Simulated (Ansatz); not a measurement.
C3H7NO, singlet, geometry from GFN2-xTB; Ansatz (a quantum-chemistry and plane-wave program) with B3LYP/STO-3G.

Input for Ansatz:
Ansatz 0.2 input:
```yaml
crystal:
  periodic: [false, false, false]
  atoms:
    - {symbol: C, position_ang: [1.70621980, -0.15511389, 0.36234485]}
    - {symbol: N, position_ang: [0.29519214, -0.13839517, 0.08832107]}
    - {symbol: C, position_ang: [-0.40719137, -1.38994871, 0.24138838]}
    - {symbol: C, position_ang: [-0.36824107, 0.96525549, -0.29228931]}
    - {symbol: O, position_ang: [-1.55053760, 1.02463096, -0.53231672]}
    - {symbol: H, position_ang: [2.12507724, 0.83840987, 0.21427357]}
    - {symbol: H, position_ang: [1.88991505, -0.46601421, 1.39467431]}
    - {symbol: H, position_ang: [2.21531935, -0.85647680, -0.30474944]}
    - {symbol: H, position_ang: [-1.45428085, -1.21573989, 0.00086600]}
    - {symbol: H, position_ang: [0.00269292, -2.14325488, -0.43519174]}
    - {symbol: H, position_ang: [-0.32356301, -1.75177039, 1.26867964]}
    - {symbol: H, position_ang: [0.29807100, 1.84540742, -0.36692966]}
basis:
  gaussian:
    orbitals: STO-3G
    symmetry_tolerance_ang: 0.01
hamiltonian:
  xc: b3lyp
```

Q: What does Ansatz print? Leave out banner, timings and long lists.

A: 
```
Functional definition: B3LYP
452 factors; integrals over basis functions are off by at most 6.0e-5 eV
mean field evaluation 1: about -6671.8457 eV, gradient 2.9e1 eV
mean field evaluation 2: about -6660.3076 eV, gradient 7.7e1 eV
mean field evaluation 4: about -6674.5104 eV, gradient 2.7e0 eV
mean field evaluation 8: about -6674.4874 eV, gradient 1.2e-1 eV
mean field -6674.48739365 eV, -245.2828875868 hartree, gradient 4.5e-5 eV, S^2 0.000000; 0 other end points of the search recorded, 0 dependent functions left out
reference -6674.48757099 eV, -245.2828941036 hartree; 20, 20 occupied and 12, 12 virtual orbitals, 452 factors
Total energy: -6674.48757099 eV, -245.2828941036 hartree
```
